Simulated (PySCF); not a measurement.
**Removing an electron from `CNc1cccnc1`**

Compound: C6H8N2.
Z-matrix (Å and degrees, PBE0-D3(BJ)/def2-SVP geometry), rows numbered from 1:
```
C 
N   1  1.4326
C   2  1.3701  1  122.91
C   3  1.4040  2  123.10  1     9.16
C   4  1.3921  3  118.78  2   178.47
C   5  1.3918  4  119.57  3     0.42
N   6  1.3337  5  122.11  4     0.06
C   7  1.3196  6  118.74  5    -0.31
H   1  1.1080  2  113.40  3    59.82
H   1  1.0981  2  109.28  3  -179.57
H   1  1.1031  2  111.16  3   -61.52
H   2  1.0101  1  117.26  3  -156.63
H   4  1.0913  3  120.91  2    -1.58
H   5  1.0925  4  120.15  3  -179.88
H   6  1.0951  5  120.94  4   179.90
H   8  1.0992  3  118.87  2     1.22
```

Level: wB97X-D/def2-SVPD (PySCF). Frontier orbitals with their largest atomic shares (Löwdin; up to four atoms above 4 %):

| orbital | ε (eV) | main atoms |
| --- | --- | --- |
| HOMO−3 | -11.03 | N2 24 %, C3 16 %, N7 14 %, C6 11 % |
| HOMO−2 | -9.74 | C5 27 %, C4 24 %, N7 15 %, C8 12 % |
| HOMO−1 | -9.08 | N7 59 %, C8 11 %, C6 10 %, C5 5 % |
| HOMO | -7.70 | ? |
| LUMO | 1.19 | N7 21 %, C4 20 %, C8 19 %, C5 16 % |
| LUMO+1 | 1.82 | C6 21 %, C3 20 %, C5 14 %, N7 10 % |
| LUMO+2 | 2.18 | C1 32 %, H10 13 %, H12 10 %, H9 7 % |

**Question.** What vertical ionisation energy does ΔSCF give, and how far is −ε(HOMO) from it?

**Answer.** ΔSCF: 7.81 eV (754 kJ/mol; threshold wavelength 159 nm); ⟨S²⟩ of the doublet left behind is 0.781, against 0.75 for a pure doublet. −ε(HOMO) is 7.70 eV, 0.11 eV below it. In exact Kohn–Sham theory the two would be equal; wB97X-D (range-separated hybrid) comes within 0.11 eV of that here. Holes in the HOMO−1 and HOMO−2 were tried too where these lie within 1.2 eV of the HOMO; the lowest converged state counts.

**Question.** On which atoms does the HOMO lie?

**Answer.** N2 (aniline-type nitrogen) 29 %, C6 (aromatic CH next to a ring nitrogen) 15 %, C8 (aromatic CH next to a ring nitrogen) 12 %, C3 (aromatic carbon bearing nitrogen) 11 %, so no atom holds as much as 40 %. The HOMO−1 lies 1.38 eV lower.

**Question.** What total energies stand behind the ΔSCF value?

**Answer.** E(N) = -342.59713 Eh and E(N − 1) = -342.31010 Eh at the same geometry, 0.28703 Eh apart.

**Question.** How many of the 10 lowest singlet excitations (vertical TDDFT, same level) lie below the ionisation energy?

**Answer.** All 10; they run from 4.65 to 7.35 eV.

Isolated species at its PBE0-D3(BJ)/def2-SVP geometry (one conformer only).

The pairwise dispersion term of wB97X-D wasn't added to the energies; at a given geometry it leaves orbitals and properties as they are.
